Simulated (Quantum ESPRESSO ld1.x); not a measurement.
Values are calculated unless marked as measured or tabulated.
Species: Si III. Configuration: [Ne] 3s1.5 3d0.5 (fractional occupations, a model configuration).

Code: ld1.x of Quantum ESPRESSO 7.5. Model: non-relativistic Kohn-Sham, LDA (Slater exchange, VWN5 correlation), spin-polarised, spherical densities, point nucleus; open shells are filled with parallel spins first.

Energy parts (eV):
| part | energy |
|---|---|
| total | -7809.65 |
| kinetic | 7791.69 |
| electron-nucleus | -18375.94 |
| Hartree | 3290.99 |
| exchange-correlation | -516.39 |

Orbitals (lengths in bohr, moments of r in powers of bohr):
orbital  occ.  eigenvalue (eV)      <r^4>   <1/r>    <r^2>
1s up       1         -1798.24  0.0007358   13.53  0.01688
1s down     1         -1798.14  0.0007358   13.53  0.01688
2s up       1         -161.586     0.2815   2.563   0.3900
2s down     1         -161.427     0.2796   2.565   0.3892
2p up       3         -119.208     0.2945   2.462   0.3638
2p down     3         -119.046     0.2911   2.465   0.3624
3s up       1         -30.1698      28.83  0.7086    4.273
3s down   0.5         -28.9179      29.63  0.7074    4.313
3d up     0.5         -12.0324      165.1  0.4227    9.703
3d down     0         -11.0639      200.3  0.4086    10.60

The highest occupied level is 3d up at -12.032 eV. The density falls to 0.001 e/bohr^3 at r = 3.68 bohr. Summed over all electrons, <r^2> = 14.27 bohr^2, which gives a Langevin (diamagnetic) susceptibility term of -11.3 x 10^-6 cm^3/mol. Spin moment in Bohr magnetons: 1.
